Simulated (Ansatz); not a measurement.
`[F][Sn]([Cl])([Cl])[Cl]` + HI → `[Cl][Sn]([Cl])([Cl])[I]` + H–F at 500 K and 1 bar (ligand exchange at the Sn–F bond).

Program: Ansatz. Geometries: PBE0-D4/def2-TZVP. ΔE: electronic, gas phase. CCSD(T)/CBS adds triple-zeta CCSD(T) − MP2 to the extrapolated MP2 energy (def2 sets, frozen cores). This one scheme is used for every species. def2 core potentials past Kr. For I, Sn outer-core shells are correlated without core-valence functions, which leaves a few kJ/mol of doubt a bond.

| species | CCSD(T)/CBS energy (Eh) | H − E (kJ/mol) | S (J/(mol·K)) |
| --- | --- | --- | --- |
| `[F][Sn]([Cl])([Cl])[Cl]` | -1693.31956 | 56.8 | 420.2 |
| HI | -298.03592 | 28.6 | 221.6 |
| `[Cl][Sn]([Cl])([Cl])[I]` | -1890.98666 | 55.6 | 452.7 |
| H–F | -100.39570 | 39.4 | 188.7 |

H − E and S are ideal-gas, rigid-rotor, harmonic terms from PBE0-D4/def2-TZVP. 1 Eh = 2625.50 kJ/mol, R = 8.31446 J/(mol·K).

Problem. By hand: ΔE, ΔH, ΔS and ΔG.

Solution. ΔE = (-1890.98666) + (-100.39570) − (-1693.31956) − (-298.03592) = -0.02688 Eh = -70.6 kJ/mol. Δ(H − E) = 55.6 + 39.4 − 56.8 − 28.6 = 9.6, so ΔH = -61.0 kJ/mol. ΔS = 452.7 + 188.7 − 420.2 − 221.6 = -0.4 J/(mol·K). ΔG = -61.0 − 500 × (-0.4)/1000 = -60.8 kJ/mol.

Problem. By hand: the equilibrium constant, and the temperature at which ΔG would vanish if ΔH and ΔS stayed fixed.

Solution. log₁₀ K = −ΔG/(RT ln 10) = 6.4. ΔG = 0 at ΔH/ΔS = 152500 K, far beyond where these terms or the molecules hold.

The number of gas molecules stays the same, so ΔS is small and ΔH decides. A doubt of 5 kJ/mol in ΔE shifts log₁₀ K by 0.5 here. These are equilibria of isolated gas molecules and say nothing of rates. Largest T1 diagnostic: 0.012 (customary marks: 0.02 for closed shells, 0.045 for open ones).
